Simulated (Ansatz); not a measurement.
A run for Ansatz (a first-principles code): R-CCSD(T)/aug-cc-pVDZ on C2H4FN (a complex), monomers drawn apart or pushed together.

Ansatz 0.2 input:
```yaml
crystal:
  periodic: [false, false, false]
  atoms:
    - {symbol: C, position_ang: [-0.08324116, 0.48591725, -0.50535480]}
    - {symbol: F, position_ang: [-0.15483518, -0.67060525, 0.28178622]}
    - {symbol: H, position_ang: [0.83967750, 0.44876088, -1.08227253]}
    - {symbol: H, position_ang: [-0.94935309, 0.50293220, -1.16531418]}
    - {symbol: H, position_ang: [-0.08756066, 1.35383493, 0.15366398]}
    - {symbol: C, position_ang: [-0.33166410, -0.13782476, 4.95593534]}
    - {symbol: N, position_ang: [-0.36346712, 0.25651330, 6.03216841]}
    - {symbol: H, position_ang: [-0.30124016, -0.49230446, 3.94475821]}
basis:
  gaussian:
    orbitals: aug-cc-pVDZ
magnetization: {spin_polarized: false}
correlation: {method: ccsd_t, electrons: outside_noble_gas}
scf: {lower_state_search: off}
```

Program output:

```
WARN ansatz: RAYON_NUM_THREADS=1 ignored (pool sized by the plan → 1); use --threads N
Functional definition: HF
these checks for a lower state are left out or cut short: stability, starts, cluster_reference, orbital_swaps, neighbouring_geometries, increment
integrals: 0.26 GiB planned
1253 factors; integrals over basis functions are off by at most 9.2e-4 eV
mean field: 0.29 GiB planned
mean field evaluation 1: about -6308.7698 eV, gradient 3.4e1 eV
mean field evaluation 2: about -6308.7730 eV, gradient 3.4e1 eV
mean field evaluation 4: about -6311.5466 eV, gradient 4.1e0 eV
mean field evaluation 8: about -6311.6033 eV, gradient 3.4e-1 eV
mean field -6311.60370879 eV, -231.9471581392 hartree, gradient 1.2e-6 eV, S^2 0.000000; 0 other end points of the search recorded, 0 dependent functions left out
4 core orbitals not correlated
reference -6311.60370879 eV, -231.9471581392 hartree; 12, 12 occupied and 112, 112 virtual orbitals, 1253 factors
second order -17.76201357 eV of doubles, -0.00000000 eV of singles
coupled cluster: 0.77 GiB planned
cycle   1  -17.90541943 eV  change   -1.4e-1 eV  update   1.0e-1
cycle   2  -18.41825593 eV  change   -5.1e-1 eV  update   3.1e-2
cycle   3  -18.55240300 eV  change   -1.3e-1 eV  update   1.5e-2
cycle   4  -18.54934340 eV  change    3.1e-3 eV  update   4.0e-3
cycle   5  -18.55197406 eV  change   -2.6e-3 eV  update   1.6e-3
cycle   6  -18.55327262 eV  change   -1.3e-3 eV  update   4.4e-4
cycle   7  -18.55326268 eV  change    9.9e-6 eV  update   1.4e-4
cycle   8  -18.55328390 eV  change   -2.1e-5 eV  update   3.8e-5
cycle   9  -18.55330774 eV  change   -2.4e-5 eV  update   1.2e-5
perturbative correction -0.61213979 eV, -0.0224957222 hartree
Total energy: -6330.76915631 eV, -232.6514753450 hartree
Checks for a lower state left out: stability, starts, cluster_reference, orbital_swaps, neighbouring_geometries, increment
```

The run converged.

Cost: very roughly 24 core-seconds.
